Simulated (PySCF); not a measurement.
Planning a geometry optimisation on CrOF3 (`[O]=[Cr]([F])([F])[F]`) [radical].

Method: PBE0-D3(BJ)/def2-SVP geometry optimisation, gas phase (PySCF 2.14.0). Work: geometry optimisation from a GFN2-xTB start, density fitting, unrestricted. A driver script takes a list of jobs; this job's settings line and coordinates (Å) are shown.

Input:
```
{"job": {"xc": "PBE0", "basis": "def2-SVP", "d3": "d3bj", "grid": 1, "maxiter": 40, "kind": "geom"}, "charge": 0, "multiplicity": 2}
Cr     0.161280    -0.000110     0.118950
O     -0.026220    -0.020230     1.647850
F      1.647990     0.014680    -0.590250
F     -0.893860     1.234630    -0.578550
F     -0.889190    -1.228970    -0.597990
```

Hardware: one thread, Arm Neoverse V1, on a shared host.

The basis has 87 functions.

Problem. What wall time should be expected on this hardware?

Solution. About 49 s. The run took 9 energy-and-gradient evaluations and 103 SCF cycles, 5.4 s an evaluation on average.

The output:
```
step   0  E = -1418.27722507  max force = 0.090213
step   1  E = -1418.28916353  max force = 0.013536
step   2  E = -1418.28960034  max force = 0.001720
step   3  E = -1418.28967358  max force = 0.001157
step   4  E = -1418.28970161  max force = 0.000767
step   5  E = -1418.28972014  max force = 0.000349
step   6  E = -1418.28973676  max force = 0.000524
step   7  E = -1418.28974987  max force = 0.000553
step   8  E = -1418.28975601  max force = 0.000197
optimisation converged
```

Energies in Eh; «max force» is the largest Cartesian gradient component in Eh/bohr.

Times come from a shared host and carry two figures at best.

The run converged: final energy -1418.28976 Eh after 8 steps; dipole 0.95 D.
